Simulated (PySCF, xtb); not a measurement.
CH12N2Si3, SMILES N[SiH2]C(N)([SiH3])[SiH3]. Other conformers were not sampled.

Harmonic wavenumbers (cm⁻¹) from GFN2-xTB (xtb 6.7.1) at its own minimum, in rising order: 47, 119, 137, 140, 154, 163, 188, 203, 246, 277, 292, 434, 476, 491, 512, 519, 532, 579, 598, 707, 752, 769, 776, 786, 788, 799, 813, 828, 831, 846, 895, 970, 1064, 1177, 1531, 1570, 2121, 2198, 2204, 2242, 2249, 2255, 2274, 2293, 3360, 3378, 3480, 3514.

Question: What does PBE-D3(BJ)/def2-SVP (PySCF) give at its own minimum? (An estimate is asked for; the answer gives what the named calculation found.)

Answer: 43, 103, 114, 125, 158, 188, 195, 205, 239, 272, 324, 390, 433, 517, 555, 591, 609, 646, 686, 767, 771, 804, 854, 858, 867, 894, 895, 905, 915, 918, 919, 930, 1040, 1198, 1495, 1569, 2082, 2141, 2153, 2154, 2159, 2165, 2175, 2179, 3367, 3454, 3488, 3580. Paired by order, the mean absolute difference is 48 cm⁻¹ and the zero-point energies are 76.6 and 77.3 kcal/mol.
